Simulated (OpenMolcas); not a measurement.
Ho: effect of the IPEA shift

- Program: OpenMolcas
- Basis: ANO-RCC-VQZP [9s8p6d4f3g2h]
- Scalar Hamiltonian: DKH2, point nucleus
- Active space: 11 electrons in 7 orbitals (4f)
- State averaging: 2S+1 = 4 odd, 35 roots (30 in the spin-orbit step); 2S+1 = 2 odd, 112 roots (43 in the spin-orbit step)
- Spin-orbit coupling: RASSI with atomic mean-field integrals over the reference wave functions, term energies averaged over their components

Methods on the same reference wave functions:
A. CASSCF
B. SS-CASPT2, IPEA 0.25 Eh, imaginary shift 0.1 Eh (closed shells correlated: 5s 5p 6s)
C. SS-CASPT2, IPEA 0.5 Eh, imaginary shift 0.1 Eh (closed shells correlated: 5s 5p 6s)

Energies in cm⁻¹ above 4f¹¹ 6s² ⁴I°_15/2, the measured ground level; measured values from NIST Handbook of Basic Atomic Spectroscopic Data.

```tsv
Level	A	B	C	Measured
4f¹¹ 6s² ⁴I°_15/2	0.0	0.0	0.0	0.0
4f¹¹ 6s² ⁴I°_13/2	5546	5600	5590	5420
4f¹¹ 6s² ⁴I°_11/2	9135	8840	8890	8605
4f¹¹ 6s² ⁴I°_9/2 [60 %]	11564	10720	10860	10696
4f¹¹ 6s² ⁴F°_9/2 [63 %]	17351	13870	14180	
4f¹¹ 6s² ²H°_11/2 [68 %]	20493	17530	17840	
4f¹¹ 6s² ⁴S°_3/2 [71 %]	21392	17130	17620	
4f¹¹ 6s² ⁴F°_7/2	22668	18720	19090	
4f¹¹ 6s² ⁴F°_5/2	24687	20580	20960	
4f¹¹ 6s² ⁴F°_3/2 [65 %]	24728	20480	20890	
4f¹¹ 6s² ²K°_15/2	29753	26660	26980	
4f¹¹ 6s² ⁴G°_11/2	29977	25020	25290	
4f¹¹ 6s² ²G°_7/2 [70 %]	30325	26250	26650	
4f¹¹ 6s² ⁴G°_9/2 [60 %]	30526	25920	26200
```

Deviations, from unrounded energies. A percentage is the sum of absolute deviations over the sum of measured energies, with the sign that they share, or ± where signs differ.

```tsv
Against measurement	Levels	A	B	C
mean absolute deviation (cm-1)	3	510	140	210
fine structure of the ground term (%)	3	+6.2	+1.8	+2.5
```

B lies closest to measurement on these levels and A furthest from it. The largest miss of B in the table is 4f¹¹ 6s² ⁴I°_11/2, by +230 cm-1. The ranking rests on the paired levels alone, and a cruder setting can come out closer through cancelling errors.

Between B and C the level of the table that moves most is 4f¹¹ 6s² ⁴S°_3/2 [71 %], by 490 cm-1 (lowest in B, highest in C). Moves below CASPT2's spread within the term are not significant.

The mean deviations of B to C differ by less than CASPT2's widest spread within a term (770 cm-1), so their order carries little weight.

From A to B the spin-free energies of the other terms of 4f¹¹ 6s² shown, above ⁴I°, scale by factors of 0.76 to 0.87, as is usual when dynamic correlation screens the repulsion within a d or f shell.

The lowest spin-free term lies below A's lowest term by 1.123 hartree in B, 1.112 hartree in C.

Term energies are means over components that CASPT2 splits; among the terms shown or strongly mixed into the levels shown the widest spread is 770 cm-1 (4f¹¹ 6s² ⁴I°, B). High states are left out of the spin-orbit mixing, which shifts the levels that they would mix with. With the s shell closed, the reference lacks s² → p² mixing. Without dynamic correlation excited terms often stand tens of per cent too high (terms of higher spin than the ground term too low), and those without a measured partner can miss by more than the paired ones (holds for A). The CASPT2 spread within a term exceeds the gap to the next term for 4f¹¹ 6s² ⁴F° and 4f¹¹ 6s² ⁴S°, so the order of their levels is uncertain, and so are names and mixing where such terms share a J (holds for B; C). Computed and measured levels are paired by configuration, term and J; levels that our copy of the source lacks, or whose pairing is in doubt (as where it misses far off the trend of its configuration), stay unpaired and out of the deviations. Levels of configurations outside the active space are missing. The table leaves out levels that lie high or whose names do not pair safely across all columns.

A share in square brackets marks a mixed level and gives the weight of the term that names it, the lowest over the columns. ° marks odd parity.
